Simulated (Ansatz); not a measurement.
A further run on Li2F2⁺ (the lowest doublet isomer of a short search).

```yaml
crystal:
  periodic: [false, false, false]
  atoms:
    - {symbol: Li, position_ang: [0.745396, 1.350501, -0.282476]}
    - {symbol: Li, position_ang: [-0.745109, -1.350683, 0.282422]}
    - {symbol: F, position_ang: [0.848793, -0.455058, 0.063267]}
    - {symbol: F, position_ang: [-0.849079, 0.455241, -0.063204]}
basis:
  gaussian: {orbitals: pcseg-2}
total_charge: 1
magnetization: {spin_polarized: true, initial_magnetization: 1}
hamiltonian: {xc: {name: B3LYP}}
scf: {omitted_lower_state_checks: [starts]}
```

```sh
$ ansatz run in.yaml --threads 4 --pin off --events-out ev --progress --plain --max-ram 3916MiB
```

Shortened log:

```
Functional definition: B3LYP
582 factors; their error is unknown
mean field evaluation 1: about -5830.1017 eV, gradient 6.4e1 eV
mean field evaluation 2: about -5814.8989 eV, gradient 9.6e1 eV
mean field evaluation 4: about -5841.4908 eV, gradient 5.1e-1 eV
mean field evaluation 8: about -5841.4396 eV, gradient 2.6e-1 eV
mean field -5841.43965747 eV, -214.6689479422 hartree, gradient 6.0e-5 eV, S^2 0.755022; 0 other end points of the search recorded, 0 dependent functions left out
reference -5841.43988728 eV, -214.6689563874 hartree; 12, 11 occupied and 78, 79 virtual orbitals, 582 factors
Total energy: -5841.43988728 eV, -214.6689563874 hartree
Checks for a lower state left out: starts
```

Hardware: 4 threads of Arm Neoverse V2 on a shared host. Wall time 0.8 s.

B3LYP takes the VWN-RPA correlation.
